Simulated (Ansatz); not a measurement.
`F[SiH2]N[SiH3]` + `C[SiH2]O` → `C[SiH2]O[SiH2]F` + `N[SiH3]`  (ligand exchange at the Si–N bond)

Program: Ansatz. Geometries: PBE0-D4/def2-TZVP. ΔE: electronic, gas phase. CBS: MP2 limit from def2 TZ/QZ plus the TZ coupled-cluster correction, frozen cores. This one scheme is used for every species. DFT in def2-TZVPP. HSE06 is defined as in plane-wave codes. Each species was taken in one conformer, which may not be the lowest.

CCSD(T)/CBS gives -51.6 kJ/mol.

(1) Another level gave -54.1 kJ/mol. Which?
A. LDA (SPW92)/def2-TZVPP
B. B2PLYP/def2-TZVPP
C. HSE06-D4/def2-TZVPP
D. HF/def2-TZVPP

(2) What do rigid-rotor, harmonic-oscillator terms from PBE0-D4/def2-TZVP frequencies (298.15 K, 1 bar) make of the CCSD(T)/CBS value? (Best estimate.)

Largest T1 diagnostic among the species: 0.011.

## Answers

(1) B. B2PLYP -54.1, HSE06-D4 -48.3, LDA (SPW92) -43.5, HF/def2-TZVPP -64.9 kJ/mol.

(2) Computed: ΔZPE = +0.4 kJ/mol, ΔH = -50.2 kJ/mol, ΔS = 15 J/(mol·K), ΔG = -54.7 kJ/mol. Modes under 50 cm⁻¹ make the entropy rough.

From BLYP to BHLYP (50 % exact exchange), in def2-TZVPP and without D4, ΔE moves by −6.0 kJ/mol. In def2-TZVPP, CCSD(T) changes the Hartree–Fock value by +13.4 kJ/mol (the triples alone add +2.1 kJ/mol) and MP2 by +13.8 kJ/mol.
